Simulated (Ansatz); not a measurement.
Input for Ansatz (development build ahead of 0.2.0):

```yaml
crystal:
  periodic: [false, false, false]
  atoms:
    - { symbol: H, position_ang: [0.00303, 0.01277, -1.61509] }
    - { symbol: H, position_ang: [0.01806, -0.00051, -0.85857] }
    - { symbol: H, position_ang: [-0.01175, -0.01585, 0.84673] }
    - { symbol: H, position_ang: [0.01388, 0.00972, 1.61062] }
basis:
  gaussian: { orbitals: def2-SVP }
hamiltonian:
  xc: hf
output:
  forces: true
```

The input is written out in the form of the current development build from the run's settings.

The run gave:

```
Converged    : yes
Total energy : -2.25235 hartree
```

Forces (eV/Å):
```tsv
atom	Fx	Fy	Fz
H1	0.008	-0.008	0.346
H2	-0.003	0.011	-0.787
H3	0.019	0.022	1.072
H4	-0.024	-0.025	-0.630
```
